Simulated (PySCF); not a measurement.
Ga(Me)(NH2) (CH₅GaN), SMILES [CH3][Ga][NH2], multiplicity 2. Atoms are numbered in the order given.

```xyz
8

Ga     0.3882     0.0451     0.0000
C     -0.5671    -1.7072     0.0000
H     -0.2891    -2.2892    -0.8911
H     -1.6554    -1.5368     0.0000
H     -0.2891    -2.2892     0.8911
N     -0.6388     1.5575     0.0000
H     -1.6543     1.5565     0.0000
H     -0.2718     2.5016     0.0000
```
Charge 0, spin multiplicity 2.

Coordinates come from a PBE0-D3(BJ)/def2-SVP optimisation. The multiplicity is an assumed one; other spin states were not compared. The isomer is the one that the SMILES or the coordinates give; other isomers of the formula were not compared. One conformer was computed; it need not be the lowest.

The numbers are results of ωB97X/def2-TZVPD (PySCF), not measurements.

Mulliken values depend strongly on the basis, most of all with diffuse functions as here. ESP charges are fitted to the potential on shells at 1.4 to 2.0 van der Waals radii. Atomic charges (e):

```csv
atom,Mulliken,ESP fit,Mulliken spin
Ga1,0.04,0.13,0.71
C2,-0.84,-0.04,0.21
H3,0.25,0.01,-0.01
H4,0.23,0.05,0.01
H5,0.25,0.01,-0.01
N6,-0.28,-0.72,0.09
H7,0.20,0.29,0.02
H8,0.17,0.27,-0.01
```
